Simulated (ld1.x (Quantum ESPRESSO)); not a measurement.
# What one change does to a pseudopotential (phosphorus (P), TM semilocal)

P, norm-conserving Troullier–Martins (semilocal form), made with ld1.x (Quantum ESPRESSO) 7.5 (PBEsol, scalar-relativistic). Core [Ne], reference 3s1.75 3p3.25. Waves: 3p (bound): rc 1.75 bohr; 3d channel at 0.3 Ry: rc 1.90 bohr; 3s (bound): rc 1.10 bohr. Local part: the s channel. Core correction: Bessel-smoothed model core inside 0.90 bohr.

All-electron outer shells of the reference configuration (PBEsol, scalar-relativistic, ld1.x):

```tsv
shell	level (eV)	outermost node (bohr)	outermost maximum (bohr)
2s	-173.96	0.14	0.42
2p	-124.72	–	0.36
3s	-14.10	0.65	1.58
3p	-5.63	0.64	1.83
```

Change: all radii but the core radius scaled by about 1.31 (s 1.44, p 2.28, d 2.48 bohr).

Cutoffs: the cutoffs (Ry, on a coarse ladder) from which the occupation-weighted sum of valence levels, in a spherical-Bessel basis at the reference potential, stays within 10 and 1 mRy of its value at 400 Ry; they do not see the model core or the augmentation charge, which bear on the density cutoff. Errors are all-electron minus pseudo energies relative to the spin-unpolarised reference configuration.

Question: What does the change do?

Answer: The potential gets softer (70 Ry and 180 Ry → 18 Ry and 50 Ry); of the 7 tests that both files solve, the error grows in 0 and shrinks in 4 by more than 15 % and 0.3 meV (median size 3.4 → 1.8 meV); neither file shows a bound ghost. A larger radius leaves more room for a smooth pseudo-wave, so fewer plane waves are needed. That the errors move this way runs against the usual rule that smaller radii transfer better. A semilocal file is local in each channel, so a ghost entry of none says nothing of the separable form that plane-wave codes build from it.

```csv
quantity,base,changed
"cutoff, loose",70 Ry,18 Ry
"cutoff, tight",180 Ry,50 Ry
loose cutoff by channel (10 mRy a level),"p 8 Ry, s 55 Ry","p 8 Ry, s 18 Ry"
bound ghosts,none,none
"error for 3s2 3p3, meV [ΔE -2.11 eV]",-0.3,+0.1
"error for 3s2 3p2, meV [ΔE 7.58 eV]",+1.8,+1.8
"error for 3s2 3p1, meV [ΔE 26.70 eV]",+25,+15
"error for 3s0 3p5, meV [ΔE 15.04 eV]",-21,+1.9
"error for 3s1 3p0, meV [ΔE 108.31 eV]",+220,+112
"error for 3s1 3p4, meV [ΔE 6.40 eV]",-3.4,+0.3
"error for 3s2 3p3.3, meV [ΔE -3.41 eV]",+0.2,+0.5
```
